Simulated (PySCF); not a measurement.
Shifts of the heteroatoms

Bonds (- single, = double, # triple, : aromatic): N1-Si2, Si2-P3, Si2-O4, O4-Si5, Si5-Si6. N1 carries H7, H8; Si2 carries H9; P3 carries H10, H11; Si5 carries H12, H13; Si6 carries H14, H15, H16. Stereochemistry as in N[Si@H](P)O[SiH2][SiH3]. H13 is pro-R; H12 is pro-S.

PySCF calculation with GFN2-xTB structure and NMR shieldings at PBE0/pcSseg-1/GIAO; isolated molecule, non-relativistic Hamiltonian, a single conformation, rapidly exchanging positions averaged.

**Question.** What are the 31P shifts?

**Answer.** 
```tsv
atoms	environment	σ (ppm)	δ (ppm)
P3	phosphorus bonded to Si, 2 H	609.2	-234.5
```

Shieldings were converted by a linear fit to measured shifts: 31P (scatter 18.1 ppm rms vs H3PO4, solution or neat liquid). A few per cent of atoms miss by over 2 rms, more outside the fitted compound classes.

On a 600 MHz spectrometer 31P resonates near 242.9 MHz, so 1 ppm is 242.9 Hz.

**Question.** Where does 29Si resonate?

**Answer.** 
```tsv
atoms	environment	σ (ppm)	δ (ppm)
Si2	silicon bonded to N, O, P, H	364.2	-19.4
Si5	silicon bonded to O, Si, 2 H	380.0	-32.4
Si6	silicon bonded to Si, 3 H	469.2	-105.7
```

Shieldings were converted by a linear fit to measured shifts: 29Si: δ = 279.94 − 0.822σ (rms 8.9 ppm, 72 shifts, 25.8 ppm with the 6 outliers that the fit left out vs TMS, solution or neat liquid). Occasional misses reach two or three times the rms, and more in compound classes unlike the fitted ones.

On a 600 MHz spectrometer 29Si resonates near 119.2 MHz, so 1 ppm is 119.2 Hz.

**Question.** Where does 15N resonate?

**Answer.** 
```tsv
atoms	environment	σ (ppm)	δ (ppm)
N1	nitrogen bonded to Si, 2 H	232.1	-361.9
```

Shieldings were converted by a linear fit to measured shifts: 15N (scatter 6.3 ppm rms vs CH3NO2, solution or neat liquid). Occasional misses reach two or three times the rms, and more in compound classes unlike the fitted ones.

On a 400 MHz spectrometer 15N resonates near 40.5 MHz, so 1 ppm is 40.5 Hz.

**Question.** What are the 17O shifts?

**Answer.** 
| atoms | environment | σ (ppm) | δ (ppm) |
| --- | --- | --- | --- |
| O4 | oxygen bonded to 2 Si | 300.5 | -7.1 |

Shieldings were converted by a linear fit to measured shifts: 17O (scatter 10.7 ppm rms, 12.2 ppm with the 3 outliers that the fit left out vs liquid water, solution or neat liquid). A few per cent of atoms miss by over 2 rms, more outside the fitted compound classes.

On a 500 MHz spectrometer 17O resonates near 67.8 MHz, so 1 ppm is 67.8 Hz.
